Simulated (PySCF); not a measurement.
C4H5NSi, SMILES N#CC1=CC[SiH2]1.

Geometry optimised at B3LYP-D3(BJ)/def2-SVP. The structure was generated by enumeration, and PubChem lists no compound with its InChIKey, so it may never have been made.

The numbers are results of TDA-B3LYP/def2-SVPD run with PySCF 2.14.0, not measurements.

Vertical excitations. Isolated molecule, no solvent. State labels are in the subgroup Cs.

```json
[
 {"state": "S1", "symmetry": "A\"", "energy (eV)": "5.37", "λ (nm)": "231", "f": "0.001", "main pairs": "HOMO−1→LUMO 98 %"},
 {"state": "S2", "symmetry": "A\"", "energy (eV)": "5.84", "λ (nm)": "212", "f": "0.000", "main pairs": "HOMO−2→LUMO 99 %"},
 {"state": "S3", "symmetry": "A'", "energy (eV)": "6.01", "λ (nm)": "206", "f": "0.200", "main pairs": "HOMO→LUMO 74 %"},
 {"state": "S4", "symmetry": "A\"", "energy (eV)": "6.21", "λ (nm)": "200", "f": "0.001", "main pairs": "HOMO→LUMO+1 92 %"},
 {"state": "S5", "symmetry": "A\"", "energy (eV)": "6.74", "λ (nm)": "184", "f": "0.001", "main pairs": "HOMO→LUMO+2 57 %, HOMO−3→LUMO 18 %, HOMO→LUMO+3 12 %"},
 {"state": "S6", "symmetry": "A\"", "energy (eV)": "6.83", "λ (nm)": "181", "f": "0.007", "main pairs": "HOMO−3→LUMO 69 %, HOMO→LUMO+2 18 %"},
 {"state": "S7", "symmetry": "A\"", "energy (eV)": "7.11", "λ (nm)": "174", "f": "0.003", "main pairs": "HOMO→LUMO+3 79 %, HOMO→LUMO+2 18 %"},
 {"state": "S8", "symmetry": "A'", "energy (eV)": "7.11", "λ (nm)": "174", "f": "0.067", "main pairs": "HOMO−1→LUMO+1 61 %, HOMO−2→LUMO+1 20 %"},
 {"state": "S9", "symmetry": "A'", "energy (eV)": "7.15", "λ (nm)": "173", "f": "0.008", "main pairs": "HOMO−4→LUMO 86 %"},
 {"state": "S10", "symmetry": "A\"", "energy (eV)": "7.41", "λ (nm)": "167", "f": "0.002", "main pairs": "HOMO−6→LUMO 85 %"},
 {"state": "T1", "symmetry": "A'", "energy (eV)": "3.60", "λ (nm)": "344", "f": "0", "main pairs": "HOMO→LUMO 97 %"},
 {"state": "T2", "symmetry": "A\"", "energy (eV)": "4.99", "λ (nm)": "248", "f": "0", "main pairs": "HOMO−1→LUMO 95 %"},
 {"state": "T3", "symmetry": "A\"", "energy (eV)": "5.68", "λ (nm)": "218", "f": "0", "main pairs": "HOMO−2→LUMO 94 %"},
 {"state": "T4", "symmetry": "A'", "energy (eV)": "5.97", "λ (nm)": "208", "f": "0", "main pairs": "HOMO−5→LUMO 29 %, HOMO−4→LUMO 16 %, HOMO−1→LUMO+1 12 %, HOMO−1→LUMO+2 8 %"}
]
```
Triplets are in the Tamm–Dancoff approximation.
